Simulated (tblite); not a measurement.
C5H8F3NSi.
Z-matrix (Å and degrees, GFN2-xTB geometry), rows numbered from 1:
```
C 
C   1  1.3277
N   2  1.3778  1  120.61
C   3  1.2649  2  120.12  1  -179.24
C   4  1.4791  3  120.81  2  -177.67
Si  5  1.9346  4  109.04  3    89.99
C   5  1.4986  4  111.22  3  -149.33
F   7  1.3456  5  112.82  4   -60.09
F   7  1.3454  5  112.19  4  -179.68
F   7  1.3450  5  113.50  4    60.31
H   1  1.0751  2  121.68  3   179.90
H   1  1.0755  2  120.55  3     0.02
H   2  1.0925  1  121.51  3  -179.84
H   4  1.1007  3  123.06  2    -0.41
H   5  1.0911  4  109.92  3   -29.50
H   6  1.4576  5  104.66  4   -59.49
H   6  1.4598  5  107.07  4  -179.85
H   6  1.4608  5  107.70  4    60.09
```

Computed with GFN2-xTB (tblite): harmonic, unscaled wavenumbers at the GFN2-xTB geometry, gas phase. The method is semi-empirical: single wavenumbers can be off by several per cent or more. Modes of hydrogen on silicon can be 10 to 20 % off. One conformer, not necessarily the lowest.

Harmonic wavenumbers (cm⁻¹): 33.3, 44.7, 95.3, 100.8, 130.7, 134.1, 152.0, 219.7, 280.7, 322.2, 333.0, 407.9, 474.3, 486.0, 529.3, 538.0, 594.6, 624.7, 667.3, 742.0, 752.2, 763.6, 780.8, 858.4, 873.5, 909.0, 946.9, 1000.1, 1014.8, 1047.2, 1114.3, 1145.7, 1179.1, 1195.2, 1261.1, 1290.2, 1343.0, 1378.6, 1646.2, 1698.5, 2309.9, 2318.3, 2340.1, 2827.5, 2923.0, 2982.5, 3120.6, 3156.1.

A = 1773, B = 627.4, C = 518.7 MHz; mass 167.038 u (most abundant isotopes); point group C1, symmetry number 1.

Q: What is the zero-point energy?

A: Half the sum of the wavenumbers: 25544 cm⁻¹ = 305.57 kJ/mol.

Q: Entropy at 500 K, 1 bar (ideal gas, RRHO, classical rotation)?

A: Translation 183.43, rotation 134.90, vibration 262.50: S = 580.8 J/(mol K).

Q: And Cp and H(500 K) − H(0)?

A: Cp = 262.49 J/(mol K), of which vibrations give 229.23 (their classical limit is 48 R = 399.1); H(500 K) − H(0) = 80.64 kJ/mol without the zero-point energy, 64.01 from vibrations.

Q: Which modes carry the vibrational entropy at 500 K?

A: 33.3 cm⁻¹: 27.82; 44.7 cm⁻¹: 25.37; 95.3 cm⁻¹: 19.10; 100.8 cm⁻¹: 18.63; 130.7 cm⁻¹: 16.49; 134.1 cm⁻¹: 16.28 J/(mol K); the other 42 give 138.81 together.

Q: How do the functions run with temperature in this model?

A: 
```csv
T (K),S (J/(mol K)),Cp (J/(mol K)),H − H(0) (kJ/mol),G − H(0) (kJ/mol),ln q(vib)
150,361.3,118.0,11.68,-42.51,4.62
250,433.0,166.7,25.92,-82.33,8.09
298.15,464.3,189.1,34.50,-103.93,9.71
400,525.8,230.3,55.93,-154.41,13.03
600,631.0,287.9,108.20,-270.41,19.19
900,758.4,338.8,202.95,-479.60,27.45
```

q(vib) and H(0) count from the zero-point level.

Q: Blend soft modes into free rotors: weight 1/[1 + (100 cm⁻¹/ν̃)⁴] for the oscillator and the rest for a rotor with moment μB/(μ + B), μ = h/(8π²ν), B = 10⁻⁴⁴ kg m². What vibrational entropy results?

A: 238.75 J/(mol K) in place of 262.50, which changes −T·S at 500 K by +11.88 kJ/mol.

Q: What must be added to the electronic energy to get the Gibbs energy at 500 K and 1 bar?

A: ZPE + [H(500 K) − H(0)] − T·S = 305.57 + 80.64 − 290.42 = 95.79 kJ/mol.

Hindered rotation and anharmonicity are outside this model. Other conformers, if any are populated, would add a mixing term that is left out. The structure is chiral; the term R ln 2 for an equal mix with its mirror image is left out.
